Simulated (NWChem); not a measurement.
Molecule: C₂H₆F₂Si; SMILES C[Si@H](F)CF

```xyz
11

C     -0.9982     1.8775    -0.1393
Si     0.0611     0.4253     0.3503
F      1.5620     0.6562    -0.2450
C     -0.6218    -1.1773    -0.3834
F      0.0572    -2.2734     0.1064
H     -0.5471     2.8184     0.2115
H     -2.0046     1.8013     0.3021
H     -1.1062     1.9427    -1.2333
H      0.1907     0.2823     1.8266
H     -1.6969    -1.2802    -0.1414
H     -0.5435    -1.1644    -1.4865
```
Atoms are numbered in this order, from 1.

Results from NWChem. All runs use the structure optimised with PBE0/def2-SVP. Vertical excitations in the gas phase; the lowest state need not have the same character in each row.

Task: Order these by “lowest excitation, singlet (eV)”, lowest first: B3LYP/def2-SVP, TDA; BHandHLYP/def2-SVP, TDA; LDA (Slater exchange, VWN5)/def2-SVP, TDA.

Result: LDA (Slater exchange, VWN5)/def2-SVP, TDA (7.01), B3LYP/def2-SVP, TDA (7.86), BHandHLYP/def2-SVP, TDA (8.65)
